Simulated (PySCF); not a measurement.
Be(Cl)(SMe) (CH3BeClS), SMILES C[S][Be][Cl].

Coordinates come from a B3LYP-D3(BJ)/def2-SVP optimisation. Other conformers were not sampled.

These are HF/def2-TZVPD (PySCF) values and carry that method's errors.

Symmetry labels are those of the subgroup Cs that the program uses (full group Cs).

Task: List the valence orbital energies around the gap with their symmetry. (The exact figures need the calculation; the answer reports its results.)

Result: 
```csv
orbital,symmetry,energy (eV)
HOMO−7,A',-16.38
HOMO−6,A",-16.25
HOMO−5,A',-14.82
HOMO−4,A',-13.68
HOMO−3,A",-12.90
HOMO−2,A',-12.85
HOMO−1,A',-11.60
HOMO,A",-9.98
LUMO,A',1.15
LUMO+1,A',1.34
LUMO+2,A',1.63
LUMO+3,A",1.73
```
